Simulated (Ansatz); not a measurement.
Coupled-cluster diagnostics for the cluster ZrO₃H₂, Ansatz.

Geometry of the singlet (PBE-D4/def2-TZVP):

```xyz
6

Zr   -0.065   -0.321    0.254
O    -0.405    1.080    1.564
O    -1.628    0.715    0.781
O     0.906   -0.013   -1.413
H     0.048   -2.090    0.910
H     1.145    0.629   -2.095
```

In the def2 sets Zr takes a core potential; there is no spin–orbit coupling. Correlated methods freeze 3 core orbitals; core or outer-core shells of Zr are correlated, in sets that lack core-valence functions. The structure holds 1 bond(s) between oxygen atoms. Another isomer (singlet) lies 3.80 eV lower at PBE0-D4/def2-TZVP; other spin states weren't run for this one.

Estimate the CCSD(T) correlation energy, the shares of MP2 and (T), T1 and the reference's ⟨S²⟩ for: charge 0, singlet, own geometry in def2-TZVPP; and the rough time on 4 threads of Arm Neoverse V1 on a shared host.


| state | basis | correlation (eV) | MP2 share (%) | (T) share (%) | T1 | ⟨S²⟩ (pure) | wall time |
| --- | --- | --- | --- | --- | --- | --- | --- |
| charge 0, singlet, own geometry | def2-TZVPP | -30.437 | 96.1 | 4.6 | 0.025 | 0.00 (0.00) | 60 s |
Customary marks for T1 are 0.02 (closed shells), 0.045 (open shells) and about 0.05 (3d metals). T1 exceeds 0.02 in 1 of 1 rows and 0.045 in 0; the higher it lies, the less the single-reference result can be trusted.
